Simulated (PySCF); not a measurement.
Computed properties of CrO₂Cl₂, SMILES [O]=[Cr](=[O])([Cl])[Cl], multiplicity 1

CrO2Cl2, SMILES [O]=[Cr](=[O])([Cl])[Cl], multiplicity 1. Coordinates come from a r2SCAN-D4/def2-SVP optimisation. The spin state was assumed, not searched. The isomer is the one that the SMILES or the coordinates give; other isomers of the formula were not compared. Other conformers were not sampled. All values are computed for the isolated molecule unless a solvent is named; none is compared with measurement here.

**Structure.** The optimised structure has C2v symmetry. All 9 harmonic modes at r2SCAN-D4/def2-SVP (PySCF) are real, so it is a minimum. With heavy atoms numbered as in [Cr:1](=[O:2])(=[O:3])([Cl:4])[Cl:5], the shortest bond between them is Cr1–O2 at 1.545 Å and the longest Cr1–Cl4 at 2.120 Å.

**Vibrations.** The strongest infrared lines (harmonic, unscaled, degenerate partners summed) lie at 1130 cm⁻¹ (122 km/mol, O 69 %, Cr 30 %), 508 cm⁻¹ (93 km/mol, Cr 59 %, Cl 38 %), 1119 cm⁻¹ (85 km/mol, O 80 %, Cr 20 %). The softest mode is at 142 cm⁻¹ and the zero-point energy is 6.4 kcal/mol.

**Electronic structure.** M06-2X/def2-TZVP (PySCF) places the frontier levels at -11.07 and -4.08 eV, a gap of 6.99 eV, and gives a dipole moment of 0.57 D and a mean polarisability of 63.3 bohr³. PBE/def2-TZVP (PySCF) at the same geometry gives -8.33 and -5.76 eV, so its gap is 4.42 eV narrower. An orbital gap is neither the optical nor the fundamental gap.

**Excitations.** TDDFT-ωB97X/def2-SVPD (PySCF) has S1 at 2.99 eV (414 nm, f = 0.002, dark); the most intense of the 10 singlets computed lies at 3.42 eV (f = 0.03). T1 (TDA) is at 2.55 eV. TDDFT-PBE/def2-SVPD (PySCF) puts S1 at 2.64 eV.
